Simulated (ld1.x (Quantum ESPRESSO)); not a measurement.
# Transferability test, RRKJ potential for Sc

```
Element                 : scandium (Sc)
Generator               : ld1.x (Quantum ESPRESSO) 7.5
Type                    : norm-conserving RRKJ (Kleinman–Bylander form)
Functional              : PBEsol
Relativity              : non-relativistic
Frozen core             : [Ar]
Valence charge          : 3
Reference configuration : 3d1 4s1.5 4p0.5
Partial waves           : 4p (bound): rc 4.20 bohr; 3d (bound): rc 1.65 bohr; 4s (bound): rc 2.95 bohr
Local potential         : the s channel
Core correction         : Bessel-smoothed model core, default radius (core density twice the valence density)
rho0                    : 0.001
```

Energies are relative to the spin-unpolarised reference configuration 3d1 4s1.5 4p0.5; without spin polarisation the order of configurations can differ from experiment. The frozen-core shift is the all-electron ΔE with the core orbitals held at their reference shape minus the fully relaxed ΔE.

```json
{"valence configuration": "3d1 4s1 4p0", "charge": "+1", "ΔE all-electron (eV)": "5.500", "error AE − PS (meV)": "-0.5", "frozen-core shift (meV)": "+1.1"}
{"valence configuration": "3d1 4s0 4p0", "charge": "+2", "ΔE all-electron (eV)": "18.076", "error AE − PS (meV)": "-28", "frozen-core shift (meV)": "+23"}
{"valence configuration": "3d1 4s1.5 4p0", "charge": "+0.5", "ΔE all-electron (eV)": "1.381", "error AE − PS (meV)": "-0.3", "frozen-core shift (meV)": "+0.1"}
{"valence configuration": "3d0 4s2 4p1", "charge": "0", "ΔE all-electron (eV)": "2.290", "error AE − PS (meV)": "-424", "frozen-core shift (meV)": "+375"}
{"valence configuration": "3d1 4s0 4p1", "charge": "+1", "ΔE all-electron (eV)": "8.860", "error AE − PS (meV)": "-19", "frozen-core shift (meV)": "+6.7"}
{"valence configuration": "3d1 4s0 4p2", "charge": "0", "ΔE all-electron (eV)": "4.224", "error AE − PS (meV)": "-17", "frozen-core shift (meV)": "+3.7"}
```

Task: What are ΔE and the potential's error for 3d1 4s2 4p0?

Result: ΔE = -1.359 eV all-electron; the error (AE − PS) is -1.4 meV.

Levels in the configuration 3d1 4s0 4p1:

| level | all-electron (eV) | pseudo (eV) |
| --- | --- | --- |
| 3d | -11.128 | -11.191 |
| 4p | -6.888 | -6.892 |
